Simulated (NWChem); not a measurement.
Species: CH2ClFO2Si; SMILES F[Si]1(Cl)OCO1

```xyz
8

F      1.8508    -0.2611     0.0000
Si     0.2797    -0.0114     0.0000
Cl    -0.5972    -1.8468     0.0000
O     -0.2741     1.0920    -1.1154
C     -0.6865     1.9179     0.0000
O     -0.2741     1.0920     1.1154
H     -0.1460     2.8681     0.0000
H     -1.7706     2.0572     0.0000
```
Atoms are numbered in this order, from 1.

Results from NWChem. The geometry was optimised at B3LYP/6-31G* (spherical d).

For level PW6B95/def2-SVP:

| Item | Value |
|---|---|
| highest occupied level (eV) | -9.09 |
| orbital gap (eV) | 9.72 |
| dipole (D) | 1.31 |

Problem. How do the values read with level BLYP/def2-SVP instead?

Solution. 
- highest occupied level (eV): -7.09
- orbital gap (eV): 6.82
- dipole (D): 1.12
